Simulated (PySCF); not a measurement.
A structure optimised at PBE-D3(BJ)/def2-SVP, used in a PySCF frequency run:

```
C
H 1 1.1144
H 1 1.1144 2 106.33
C 1 1.5464 2 112.70 3 -123.95
O 4 1.2078 1 128.06 2 60.18
C 1 1.5464 2 112.70 3 123.95
O 6 1.2078 1 128.06 2 -60.18
Si 4 1.9911 5 138.33 1 180.00
H 8 1.5057 4 117.38 5 67.49
H 8 1.5057 9 110.23 4 137.98
```
Charge 0, spin multiplicity 1.

Write its SMILES, formula and point group.

O=C1CC(=O)[SiH2]1, C₃H₄O₂Si, C2v

What are its rotational constants (standard atomic weights)?

4.9908, 2.3251, 1.6342 GHz
